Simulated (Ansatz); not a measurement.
`CB[TeH]` + `N[SiH3]` → `CBN[SiH3]` + H₂Te at 700 K and 1 bar (ligand exchange at a B–Te bond).

Program: Ansatz. Geometries: PBE0-D4/def2-TZVP. ΔE: electronic, gas phase. CCSD(T)/CBS is the MP2 limit (def2-TZVPP, def2-QZVPP) plus CCSD(T) − MP2 in def2-TZVPP, frozen cores. This one scheme is used for every species. def2 core potentials past Kr. For Te outer-core shells are correlated without core-valence functions, which leaves a few kJ/mol of doubt a bond. Each species was taken in one conformer, which may not be the lowest.

| species | CCSD(T)/CBS energy (Eh) | H − E (kJ/mol) | S (J/(mol·K)) |
| --- | --- | --- | --- |
| `CB[TeH]` | -333.59211 | 203.9 | 394.8 |
| `N[SiH3]` | -346.80422 | 180.7 | 336.3 |
| `CBN[SiH3]` | -411.50704 | 320.4 | 452.3 |
| H₂Te | -268.91024 | 57.2 | 261.6 |

H − E and S are ideal-gas, rigid-rotor, harmonic terms from PBE0-D4/def2-TZVP, for one conformer and one mirror image of each species. 1 Eh = 2625.50 kJ/mol, R = 8.31446 J/(mol·K).

By hand: ΔE, ΔH, ΔS and ΔG.

ΔE = (-411.50704) + (-268.91024) − (-333.59211) − (-346.80422) = -0.02095 Eh = -55.0 kJ/mol. Δ(H − E) = 320.4 + 57.2 − 203.9 − 180.7 = -7.0, so ΔH = -62.0 kJ/mol. ΔS = 452.3 + 261.6 − 394.8 − 336.3 = -17.2 J/(mol·K). ΔG = -62.0 − 700 × (-17.2)/1000 = -50.0 kJ/mol.

By hand: the equilibrium constant, and the temperature at which ΔG would vanish if ΔH and ΔS stayed fixed.

log₁₀ K = −ΔG/(RT ln 10) = 3.7. ΔG = 0 at ΔH/ΔS = 3605 K, far beyond where these terms or the molecules hold.

ΔH outweighs TΔS. A doubt of 5 kJ/mol in ΔE shifts log₁₀ K by 0.4 here. Other conformers and mirror images would add mixing entropy, several J/(mol·K) or more a flexible species. These are equilibria of isolated gas molecules and say nothing of rates. Largest T1 diagnostic: 0.013 (customary marks: 0.02 for closed shells, 0.045 for open ones).
